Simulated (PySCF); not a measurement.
Structure problem from calculated spectra and properties.

Elements present: C, F, H and N. Monoisotopic mass: 115.0546 u.

| Quantity | Value |
| --- | --- |
| Couplings | largest of the computed one-bond spin–spin couplings (means over like bonds): 19F–13C -319.3, 13C–1H +145.2 (×3), 13C–1H +135.1 (×3), 13C–13C +75.6, 13C–13C +58.3, 15N–13C -21.4, 15N–15N -13.5, 15N–15N -13.0 Hz [B3LYP/pcJ-1, spin–dipole term left out for some pairs] |
| 13C NMR | chemical shifts (computed TMS as zero) by class: 169.7 (1 C), 132.4 (1 C), 42.0 (1 C), 10.1 (1 C) ppm [GIAO PBE0/pcSseg-1] |
| Triplet | lowest triplet excitation (Tamm–Dancoff): 4.57 eV [TDA PBE0/def2-SVPD] |
| 1H NMR | chemical shifts (computed TMS as zero) by class: 4.08 (3 H), 2.42 (3 H) ppm [GIAO PBE0/pcSseg-1] |
| UV, first state | lowest singlet excitation: 6.19 eV (200 nm, f = 0.208) [TDDFT PBE0/def2-SVPD] |
| Rotational structure | rotational constants A, B, C: 3.651, 1.837, 1.241 GHz [GFN2-xTB] |
| Dipole | 1.82 D [PBE0/def2-SVPD] |
| NMR, other nuclei | isotropic shieldings of nuclei other than C and H, by class: -101 (1 N), -68 (1 N), 23 (1 N), 334 (1 F) ppm [GIAO PBE0/pcSseg-1] |

Electronic properties: PySCF, gas phase, density fitting. Levels stand in brackets. Isolated species at its GFN2-xTB geometry, gas phase. GFN2-xTB frequencies show an imaginary mode (35i cm⁻¹), so this geometry is no minimum at that level. NMR classes are plain means over equivalent atoms (diastereotopic ones count apart unless rotation or inversion swaps them), as if these changed places fast.

Question: Which formula fits the mass and the elements?

Answer: C4H6FN3 (calculated 115.0546). No other formula that holds each of these elements comes within 0.0003 u with a fitting electron parity and a possible valence count.

Question: Propose a structure and show how it fits.

Answer: Numbering: `[CH3:1][c:2]1[n:3][n:4]([CH3:5])[n:6][c:7]1[F:8]`. Its formula, C4H6FN3, gives 3 degrees of unsaturation: 1 ring and 2 π bonds in the structure found (Kekulé form). 4 carbons fall into 4 classes; from least to most shielded: aromatic C–F carbon [C7] (169.7 ppm), substituted aromatic carbon [C2] (132.4 ppm), N-methyl carbon [C5] (42.0 ppm), benzylic-type carbon [C1] (10.1 ppm). Hydrogen classes from least to most shielded: 3 H on an N-methyl carbon, C5 (4.08 ppm), 3 H on a benzylic-type carbon, C1 (2.42 ppm). The other shieldings belong to: -101 ppm, pyridine-type nitrogen [N3]; -68 ppm, pyridine-type nitrogen [N6]; 23 ppm, pyrrole-type nitrogen [N4]; 334 ppm, aryl fluorine [F8]. The couplings run between: -319.3 Hz, aryl fluorine [F8] and aromatic C–F carbon [C7]; +145.2 Hz, N-methyl carbon [C5] and its hydrogen (with 2 like pairs); +135.1 Hz, benzylic-type carbon [C1] and its hydrogen (with 2 like pairs); +75.6 Hz, substituted aromatic carbon [C2] and aromatic C–F carbon [C7]; +58.3 Hz, benzylic-type carbon [C1] and substituted aromatic carbon [C2]; -21.4 Hz, pyrrole-type nitrogen [N4] and N-methyl carbon [C5]; -13.5 Hz, pyridine-type nitrogen [N3] and pyrrole-type nitrogen [N4]; -13.0 Hz, pyrrole-type nitrogen [N4] and pyridine-type nitrogen [N6]. By its constants the optimised geometry is an asymmetric top. Structure: `CC1=NN(C)N=C1F`. Computed isomers that give other values at the same levels: `CCn1ncc(F)n1` (13C chemical shifts (computed TMS as zero) by class: 172.3 (1 C), 122.6 (1 C), 52.5 (1 C), 19.1 (1 C) ppm). The assignments are read from this structure; whether some other isomer fits the data as well wasn't checked.
